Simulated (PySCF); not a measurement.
(3R)-1-fluoro-3-methylcyclobutene (C5H7F), SMILES C[C@H]1C=C(F)C1.

Coordinates come from a B3LYP-D3(BJ)/def2-SVP optimisation.

Computed with PBE/def2-TZVP run with PySCF.

The molecule is in vacuum.

### Question
Estimate the frontier levels, gap, dipole moment and polarisability. (Estimate from the structure and the level; the computed values follow.)

### Answer

```
Property                                                                                                       Result
---------------------------------------------------------------------------------------------  ----------------------
highest occupied level                                                                                       -5.88 eV
lowest empty level                                                                                           -0.46 eV
orbital gap                                                                                                   5.42 eV
dipole moment                                                                                                  1.44 D
quadrupole, principal values (traceless, Buckingham form, about the centre of nuclear charge)   -3.83, 0.37, 3.45 D·Å
mean static polarisability                                                                       59.5 bohr³ (8.82 Å³)
polarisability, principal values                                                               48.4, 60.9, 69.2 bohr³
```
